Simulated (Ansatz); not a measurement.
`[AlH2][N]1[CH2][AlH]1` + HBr → `[AlH2][Br]` + `[CH2]1[NH][AlH]1` at 400 K and 1 bar (ligand exchange at the Al–N bond).

Gas-phase electronic energies from Ansatz, PBE0-D4/def2-TZVP geometries. CBS: MP2 limit from def2 TZ/QZ plus the TZ coupled-cluster correction, frozen cores. For Br outer-core shells are correlated without core-valence functions, which leaves a few kJ/mol of doubt a bond. Scalar relativity is left out up to krypton.

```csv
species,CCSD(T)/CBS energy (Eh),H − E (kJ/mol),S (J/(mol·K))
`[AlH2][N]1[CH2][AlH]1`,-579.76217,166.0,360.1
HBr,-2573.91920,27.6,207.2
`[AlH2][Br]`,-2816.58301,54.6,281.1
`[CH2]1[NH][AlH]1`,-337.12157,146.5,291.6
```

H − E and S are ideal-gas, rigid-rotor, harmonic terms from PBE0-D4/def2-TZVP. 1 Eh = 2625.50 kJ/mol, R = 8.31446 J/(mol·K).

Question: By hand: ΔE, ΔH, ΔS and ΔG.

Answer: ΔE = (-2816.58301) + (-337.12157) − (-579.76217) − (-2573.91920) = -0.02321 Eh = -60.9 kJ/mol. Δ(H − E) = 54.6 + 146.5 − 166.0 − 27.6 = 7.5, so ΔH = -53.4 kJ/mol. ΔS = 281.1 + 291.6 − 360.1 − 207.2 = 5.4 J/(mol·K). ΔG = -53.4 − 400 × (5.4)/1000 = -55.6 kJ/mol.

Question: By hand: the equilibrium constant, and the temperature at which ΔG would vanish if ΔH and ΔS stayed fixed.

Answer: log₁₀ K = −ΔG/(RT ln 10) = 7.3. ΔH and −TΔS have one sign here, so there is no such temperature.

The number of gas molecules stays the same, so ΔS is small and ΔH decides. A doubt of 5 kJ/mol in ΔE shifts log₁₀ K by 0.7 here. These are equilibria of isolated gas molecules and say nothing of rates. Largest T1 diagnostic: 0.015 (customary marks: 0.02 for closed shells, 0.045 for open ones).

ΔS is within the doubt of such terms, so its sign, and with it that verdict, could turn.
